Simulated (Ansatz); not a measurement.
Process, species as SMILES: C[Se]C(C)[Se]C [1,1-bis(methylselanyl)ethane] + 5 [H][H] (H2) → 4 C (CH4) + 2 [SeH2] (H2Se)
Geometries: B3LYP-D3(BJ)/def2-TZVP minima from Ansatz (an electronic-structure program), one conformer each, not searched for the lowest.
Geometry of the first species:
```
C
H 1 1.0890
C 1 1.5176 2 111.30
H 3 1.0905 1 110.98 2 -177.35
H 3 1.0912 4 107.78 1 121.20
H 3 1.0926 4 108.66 5 117.01
Se 1 1.9691 2 107.16 3 -119.73
C 7 1.9602 1 97.60 2 -44.01
H 8 1.0868 7 109.37 1 -56.14
H 8 1.0876 9 110.77 7 -121.52
H 8 1.0878 9 110.08 10 -121.56
Se 1 1.9786 2 106.92 3 123.75
C 12 1.9666 1 97.69 2 -47.86
H 13 1.0873 12 110.86 1 -65.16
H 13 1.0881 14 110.56 5 -83.06
H 13 1.0882 14 109.35 15 -120.45
```
Charge 0, spin multiplicity 1.

Wanted: energy of full hydrogenation (electronic energy difference), in eV. Valence correlation only, unless marked. No spin-orbit coupling. The frozen core is the preceding noble-gas configuration, with the filled d and f shells of earlier blocks. Non-relativistic. CBS marks a two-point X^-3 extrapolation of the correlation energy; Hartree-Fock from the larger set.

```csv
level,program,energy of full hydrogenation (eV)
PBE0-D3(BJ)/def2-TZVPD,Ansatz + dftd3,-3.53
CAM-B3LYP-D3(BJ)/def2-TZVPD,Ansatz + dftd3,-3.80
B2GP-PLYP-D4/def2-TZVPD,Ansatz + dftd4,-3.46
MP2/6-31G,Ansatz,-2.47
```

Problem. Estimate the value at CCSD(T)/CBS(cc-pVTZ,cc-pVQZ) as computed with Ansatz.

Solution. -3.45 eV
